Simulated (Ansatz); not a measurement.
`CC[N](C)[InH][Cl]` + HCl → `[Cl][InH][Cl]` + `CCNC`  (ligand exchange at the In–N bond)

Gas-phase electronic energies from Ansatz, PBE0-D4/def2-TZVP geometries. CCSD(T)/CBS adds triple-zeta CCSD(T) − MP2 to the extrapolated MP2 energy (def2 sets, frozen cores). This one scheme is used for every species. DFT in def2-TZVPP. B3LYP here is the variant with VWN-RPA as its local correlation; programs differ in this. Elements past krypton have def2 core potentials. For In outer-core shells are correlated without core-valence functions, which leaves a few kJ/mol of doubt a bond. One conformer a species, not always the lowest.

```json
{"level": "PBE-D4", "ΔE (kJ/mol)": "-99.7", "difference from CCSD(T)/CBS": "-5.2"}
{"level": "r2SCAN-D4", "ΔE (kJ/mol)": "-107.8", "difference from CCSD(T)/CBS": "-13.3"}
{"level": "PBE0-D4", "ΔE (kJ/mol)": "-108.7", "difference from CCSD(T)/CBS": "-14.2"}
{"level": "B3LYP-D4", "ΔE (kJ/mol)": "-104.4", "difference from CCSD(T)/CBS": "-9.9"}
{"level": "ωB97X-V", "ΔE (kJ/mol)": "-108.2", "difference from CCSD(T)/CBS": "-13.7"}
{"level": "ωB97M-V", "ΔE (kJ/mol)": "-108.3", "difference from CCSD(T)/CBS": "-13.8"}
{"level": "B2PLYP", "ΔE (kJ/mol)": "-107.3", "difference from CCSD(T)/CBS": "-12.8"}
{"level": "PBE", "ΔE (kJ/mol)": "-107.8", "difference from CCSD(T)/CBS": "-13.3"}
{"level": "r2SCAN", "ΔE (kJ/mol)": "-110.3", "difference from CCSD(T)/CBS": "-15.8"}
{"level": "PBE0", "ΔE (kJ/mol)": "-116.0", "difference from CCSD(T)/CBS": "-21.5"}
{"level": "B3LYP", "ΔE (kJ/mol)": "-117.2", "difference from CCSD(T)/CBS": "-22.7"}
{"level": "HF/def2-TZVPP", "ΔE (kJ/mol)": "-144.7", "difference from CCSD(T)/CBS": "-50.2"}
{"level": "MP2/def2-TZVPP", "ΔE (kJ/mol)": "-90.9", "difference from CCSD(T)/CBS": "3.6"}
{"level": "SCS-MP2/def2-TZVPP", "ΔE (kJ/mol)": "-97.0", "difference from CCSD(T)/CBS": "-2.5"}
{"level": "CCSD/def2-TZVPP", "ΔE (kJ/mol)": "-101.0", "difference from CCSD(T)/CBS": "-6.5"}
{"level": "CCSD(T)/def2-TZVPP", "ΔE (kJ/mol)": "-94.3", "difference from CCSD(T)/CBS": "0.2"}
{"level": "HF/def2-QZVPP", "ΔE (kJ/mol)": "-144.2", "difference from CCSD(T)/CBS": "-49.7"}
{"level": "MP2/def2-QZVPP", "ΔE (kJ/mol)": "-90.9", "difference from CCSD(T)/CBS": "3.6"}
{"level": "SCS-MP2/def2-QZVPP", "ΔE (kJ/mol)": "-97.3", "difference from CCSD(T)/CBS": "-2.8"}
{"level": "HF/CBS(def2)", "ΔE (kJ/mol)": "-144.1", "difference from CCSD(T)/CBS": "-49.6"}
{"level": "MP2/CBS(def2)", "ΔE (kJ/mol)": "-91.1", "difference from CCSD(T)/CBS": "3.4"}
{"level": "CCSD/CBS(def2)", "ΔE (kJ/mol)": "-101.2", "difference from CCSD(T)/CBS": "-6.7"}
{"level": "CCSD(T)/CBS", "ΔE (kJ/mol)": "-94.5", "difference from CCSD(T)/CBS": "0"}
```

Largest T1 diagnostic among the species: 0.015.

The D4 term adds +12.8 kJ/mol with B3LYP and +7.3 kJ/mol with PBE0; it sums over pairs of atoms, weighted by their polarisabilities, and B3LYP, whose exchange is more repulsive, gets the larger term. In def2-TZVPP, CCSD(T) changes the Hartree–Fock value by +50.4 kJ/mol (the triples alone add +6.7 kJ/mol) and MP2 by +53.8 kJ/mol.
